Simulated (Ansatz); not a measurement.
`[CH3][Ge]([F])([F])[Br]` + HCl → `[F][Ge]([F])([Cl])[Br]` + CH₄ at 500 K and 1 bar (ligand exchange at a Ge–C bond).

Isolated molecules relaxed with PBE0-D4/def2-TZVP in Ansatz; ΔE leaves out vibrations. CCSD(T)/CBS is the MP2 limit (def2-TZVPP, def2-QZVPP) plus CCSD(T) − MP2 in def2-TZVPP, frozen cores. This one scheme is used for every species. For Br, Ge outer-core shells are correlated without core-valence functions, which leaves a few kJ/mol of doubt a bond. Scalar relativity is left out up to krypton.

```tsv
species	CCSD(T)/CBS energy (Eh)	H − E (kJ/mol)	S (J/(mol·K))
`[CH3][Ge]([F])([F])[Br]`	-4889.01358	157.1	428.5
HCl	-460.38127	32.5	201.9
`[F][Ge]([F])([Cl])[Br]`	-5308.95213	58.5	408.2
CH₄	-40.46206	135.6	206.8
```

H − E and S are ideal-gas, rigid-rotor, harmonic terms from PBE0-D4/def2-TZVP. 1 Eh = 2625.50 kJ/mol, R = 8.31446 J/(mol·K).

Task: By hand: ΔE, ΔH, ΔS and ΔG.

Result: ΔE = (-5308.95213) + (-40.46206) − (-4889.01358) − (-460.38127) = -0.01934 Eh = -50.8 kJ/mol. Δ(H − E) = 58.5 + 135.6 − 157.1 − 32.5 = 4.5, so ΔH = -46.3 kJ/mol. ΔS = 408.2 + 206.8 − 428.5 − 201.9 = -15.4 J/(mol·K). ΔG = -46.3 − 500 × (-15.4)/1000 = -38.6 kJ/mol.

Task: By hand: the equilibrium constant, and the temperature at which ΔG would vanish if ΔH and ΔS stayed fixed.

Result: log₁₀ K = −ΔG/(RT ln 10) = 4.0. ΔG = 0 at ΔH/ΔS = 3006 K, far beyond where these terms or the molecules hold.

ΔH outweighs TΔS. A doubt of 5 kJ/mol in ΔE shifts log₁₀ K by 0.5 here. These are equilibria of isolated gas molecules and say nothing of rates. Largest T1 diagnostic: 0.010 (customary marks: 0.02 for closed shells, 0.045 for open ones).
